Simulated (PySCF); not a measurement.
Gas-phase reaction: 2 InF3 + InH3 = 3 InH + 3 F2

Method: PySCF energies (xtb for GFN2) plus ideal-gas RRHO corrections (1 bar). † marks an energy on the PBE0/def2-TZVP geometry and frequencies; other levels use their own. MP2 freezes the core. All species are closed-shell singlets. B3LYP is the form with VWN-RPA correlation. In: scalar-relativistic def2 core potential, no spin-orbit coupling. InH3, InH: computed as isolated molecules; such fragments, hydroxides, amides, oligomers or adducts are transient or little studied in the gas. MP2 isn't extrapolated to the basis-set limit; its ΔH°(298 K) is 1982.5 kJ in def2-SVP and 1957.1 kJ in def2-TZVPP. The harmonic model lacks anharmonicity and excited electronic states, which grow with temperature; levels with a mode under 35 cm⁻¹ are left out.

| level | ΔE electronic, kJ | ΔH°(298 K), kJ | ΔS°(298 K), J/K | ΔG°(600 K), kJ |
|---|---|---|---|---|
| B3LYP/def2-TZVP† | 1801 | 1785 | 380 | 1558 |
| GFN2-xTB | 1429 | 1412 | 341 | 1209 |
| HF/def2-TZVP† | 1984 | 1967 | 380 | 1741 |
| M06-2X/def2-TZVP† | 1956 | 1939 | 380 | 1713 |
| MP2/def2-SVP† | 1999 | 1983 | 380 | 1756 |
| MP2/def2-TZVPP† | 1974 | 1957 | 380 | 1731 |
| PBE/def2-TZVP† | 1779 | 1763 | 380 | 1536 |
| PBE0/def2-QZVP† | 1882 | 1865 | 380 | 1639 |
| PBE0/def2-TZVP | 1855 | 1839 | 380 | 1612 |
| r2SCAN/def2-TZVP† | 1907 | 1890 | 380 | 1664 |
| ωB97M-V/def2-TZVP† | 1894 | 1877 | 380 | 1651 |
ΔH° is lowest at GFN2-xTB and highest at MP2/def2-SVP†. No reference value is set beside these.
